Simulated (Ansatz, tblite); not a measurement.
Cost and result up the ladder for the cluster Cu₃⁺ (3 atoms). Charge 1, multiplicity 1. Geometry: PBE0-D4/def2-TZVP.

Cartesian coordinates in Å:
```
Cu -1.2667 -0.0004 -0.5609
Cu 0.9262 0.9569 -0.3816
Cu 0.3405 -0.9565 0.9425
```

Ansatz on 4 threads of Arm Neoverse V1 on a shared host; xTB runs through tblite on one thread. Times are rough, summed over both states, and most runs start from the orbitals of an earlier one. RPA@PBE/def2-TZVP serves as the yardstick here, not as an exact answer. The other state is a triplet at its own geometry, which has other bonds, so the gap mixes isomer and spin.

The xTB rows come from tblite. HSE06 is defined as in plane-wave codes, on full-range PBE exchange. Correlated methods freeze 27 core orbitals. At PBE0-D4/def2-TZVP a singlet of charge 1 lies 1.97 eV below the triplet, each at its own geometry. The structure comes from a short search, and lower isomers may exist.

Run but left out: HF/STO-3G (triplet: ⟨S²⟩ 5.97, where a pure state has 2.00).

Correlated methods converge slowly with the basis.

xTB has no spin-polarisation term.

```json
{"level": "GFN1-xTB", "functions": "27", "wall time": "0.006 s", "triplet − singlet (eV)": "1.67", "difference from RPA@PBE/def2-TZVP (eV)": "0.00"}
{"level": "GFN2-xTB", "functions": "27", "wall time": "0.007 s", "triplet − singlet (eV)": "3.42", "difference from RPA@PBE/def2-TZVP (eV)": "1.75"}
{"level": "HF/def2-TZVP", "functions": "135", "wall time": "3.2 s", "triplet − singlet (eV)": "0.72", "difference from RPA@PBE/def2-TZVP (eV)": "-0.95"}
{"level": "PBE-D4/def2-TZVP (with forces)", "functions": "135", "wall time": "4.9 s", "triplet − singlet (eV)": "2.09", "difference from RPA@PBE/def2-TZVP (eV)": "0.42"}
{"level": "HSE06-D4/def2-TZVP", "functions": "135", "wall time": "6.2 s", "triplet − singlet (eV)": "1.97", "difference from RPA@PBE/def2-TZVP (eV)": "0.30"}
{"level": "PBE0-D4/def2-TZVP", "functions": "135", "wall time": "6.4 s", "triplet − singlet (eV)": "1.97", "difference from RPA@PBE/def2-TZVP (eV)": "0.30"}
{"level": "CAM-B3LYP-D4/def2-TZVP", "functions": "135", "wall time": "7.2 s", "triplet − singlet (eV)": "1.96", "difference from RPA@PBE/def2-TZVP (eV)": "0.29"}
{"level": "r2SCAN-D4/def2-TZVP", "functions": "135", "wall time": "9.2 s", "triplet − singlet (eV)": "2.08", "difference from RPA@PBE/def2-TZVP (eV)": "0.41"}
{"level": "RPA@PBE/def2-TZVP", "functions": "135", "wall time": "9.3 s", "triplet − singlet (eV)": "1.67", "difference from RPA@PBE/def2-TZVP (eV)": "0.00"}
{"level": "r2SCANh-D4/def2-TZVP", "functions": "135", "wall time": "12 s", "triplet − singlet (eV)": "2.02", "difference from RPA@PBE/def2-TZVP (eV)": "0.35"}
{"level": "B97M-V/def2-TZVP", "functions": "135", "wall time": "16 s", "triplet − singlet (eV)": "2.05", "difference from RPA@PBE/def2-TZVP (eV)": "0.38"}
```
